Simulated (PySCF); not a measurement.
A structure optimised at PBE0-D3(BJ)/def2-TZVP, used in a PySCF frequency run:

```
C
H 1 1.0828
H 1 1.0872 2 116.10
Si 1 1.7044 2 123.61 3 180.00
H 4 1.4964 1 121.45 2 180.00
```
Charge 0, spin multiplicity 2.

**Question.** Write its SMILES, formula and point group.

**Answer.** C=[SiH], CH3Si, Cs

**Question.** What are its rotational constants (standard atomic weights)?

**Answer.** 157.47, 15.597, 14.191 GHz
